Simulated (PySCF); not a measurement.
All values below come from PBE-D3(BJ)/def2-TZVP // B3LYP-D3(BJ)/def2-TZVP (PySCF 2.14.0). All species are isolated molecules in the gas phase. One relaxed conformer stands for a flexible species; it need not be the lowest. Excitations are Tamm–Dancoff values on a coarser integration grid. The basis has no diffuse functions, so Rydberg states are missing or too high.

Reference species (SMILES): `S[Si](S)(S)S` (neutral, multiplicity 1).

```yaml
S1 excitation (TDA): 4.30 eV
T1 excitation (TDA): 4.13 eV
S1–T1 gap (TDA): 0.17 eV
S1 oscillator strength: 0.000
```

Changed species: `N[Si](N)(N)S` (1 of 4 NH2 replaced by SH; the reference has 4 of 4 NH2 replaced by SH).

Give the shifts of the S1 excitation (TDA), T1 excitation (TDA), S1–T1 gap (TDA) and S1 oscillator strength.

the S1 excitation (TDA) goes up by 1.14 eV, to 5.44 eV; the T1 excitation (TDA) rises by 1.12 eV, to 5.25 eV; the S1–T1 gap (TDA) is nearly the same; the S1 oscillator strength hardly moves.
